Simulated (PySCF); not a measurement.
Excitation energy of Ga⁺ by level of theory

Ga⁺ [Ar] 3d10 4s2 (1S) → Ga⁺ [Ar] 3d10 4s1 4p1 (3P), as a difference of total energies. All numbers are calculated (PySCF 2.14, no relativity, point nucleus, in def2-TZVPPD). Correlated levels: valence and next inner shell: [Ne] frozen. The calculations carry no spin-orbit coupling.

| method | excitation energy (eV) | difference from reference (eV) |
| --- | --- | --- |
| UHF | 4.388 | -1.598 |
| MP2 (valence and next inner shell) | 5.312 | -0.674 |
| SCS-MP2 (valence and next inner shell) | 5.471 | -0.515 |
| CCSD (valence and next inner shell) | 5.471 | -0.515 |
| CCSD(T) (valence and next inner shell) | 5.528 | -0.458 |

Reference: 5.986 eV (measured; NIST levels, between the centres of gravity of the two terms).

These non-relativistic numbers lack the scalar-relativistic shift.

Errors of the correlated levels include the incompleteness of this basis and the frozen core.
